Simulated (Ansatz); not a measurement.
Correlation energies of AsH6NOSi, SMILES `N[SiH2][AsH]O` by basis set

Z-matrix (Å, degrees):
```
Si
As 1 2.381
N 1 1.718 2 114.3
H 1 1.489 2 106.7 3 -120.1
H 1 1.485 2 108.2 3 120.1
O 2 1.820 1 92.5 3 -71.4
H 2 1.534 1 91.7 3 -169.0
H 3 1.008 1 118.3 2 70.1
H 3 1.008 1 119.8 2 -70.4
H 6 0.960 2 107.7 1 154.6
```

The species carries charge 0 and has multiplicity 1. Correlated methods include outer-core shells of As, which these sets cover unevenly. Scalar relativity is left out up to krypton. Geometry: relaxed with PBE0-D4/def2-TZVP. It is one conformer, not always the lowest. Frozen core, restricted reference, the Gaussian-basis code of Ansatz.

```csv
basis,HF (Eh),MP2 corr.,CCSD corr.,(T),CCSD(T) total
def2-SVP,?,-0.69391,-0.73215,?,?
def2-TZVPP,-2656.04376,-0.85375,-0.88574,-0.03315,-2656.96265
def2-QZVPP,?,?,–,–,–
```

Task: Fill in the withheld values. (An estimate is asked.)

Result: Computed: def2-SVP HF (Eh): -2655.48569; def2-SVP (T): -0.01895; def2-SVP CCSD(T) total: -2656.23679; def2-QZVPP HF (Eh): -2656.10530; def2-QZVPP MP2 corr.: -1.18189.
